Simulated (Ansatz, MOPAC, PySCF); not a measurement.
Pair of molecules: C2H2 (SMILES C#C) (first 4 atoms) with C2H6 (SMILES CC); geometry from B3LYP-D3(BJ)/def2-TZVP, rigid monomers moved along the line of their centres of mass till H4···C5 is 2.60 Å.
(charge 0, multiplicity 1):
| atom | x (Å) | y (Å) | z (Å) |
|---|---|---|---|
| C | 0.4223 | -0.2433 | -0.5811 |
| C | -0.3359 | 0.0052 | 0.3111 |
| H | 1.0955 | -0.4638 | -1.3733 |
| H | -1.0057 | 0.2247 | 1.1064 |
| C | -0.7521 | 0.2489 | 3.6894 |
| C | 0.7193 | -0.1549 | 3.6660 |
| H | -0.9145 | 1.1906 | 3.1597 |
| H | -1.1130 | 0.3852 | 4.7106 |
| H | -1.3809 | -0.5128 | 3.2223 |
| H | 1.0780 | -0.2905 | 2.6443 |
| H | 0.8793 | -1.0933 | 4.2004 |
| H | 1.3444 | 0.6052 | 4.1384 |

Interaction energies are E(AB) − E(A) − E(B) at the monomers' geometry in the complex; basis-set methods are counterpoise corrected. Rows marked so take none.

Correlated levels freeze the cores. Rows in 3-21G, 6-31G* carry no dispersion term and start afresh at each structure (6-31G* with six Cartesian d functions). MP2/6-31G* freezes PySCF's default core. The state reached by PM3, PM7 isn't checked; PM7 holds dispersion and hydrogen-bond terms.

Codes used: Ansatz (Gaussian orbitals); MOPAC for PM3, PM7 (differences of heats of formation); PySCF for 3-21G rows, 6-31G* rows, the dispersion terms. Values without a source in brackets are computed.

Other levels give for the interaction energy: PBE/def2-TZVPPD 1.1; B3LYP/def2-TZVPPD 4.6; B3LYP-D3(BJ)/def2-TZVPPD -3.0; wB97M-V/def2-TZVPPD -2.5; CCSD(T)/aug-cc-pVDZ -0.8 kJ/mol.

**Question.** What do these common cheap choices give for the same quantity: PM3, PM7, HF/3-21G (no counterpoise), HF/6-31G*, HF/6-31G* (no counterpoise), B3LYP/3-21G (no counterpoise), B3LYP/6-31G* (no counterpoise), MP2/6-31G* (no counterpoise)?

**Answer.** PM3 -2.4; PM7 -2.6; HF/3-21G (no counterpoise) 4.0; HF/6-31G* 7.9; HF/6-31G* (no counterpoise) 6.0; B3LYP/3-21G (no counterpoise) -0.2; B3LYP/6-31G* (no counterpoise) 1.1; MP2/6-31G* (no counterpoise) -1.4 kJ/mol. They span -2.6 to 7.9 kJ/mol.

Ansatz is a program for electronic structure.
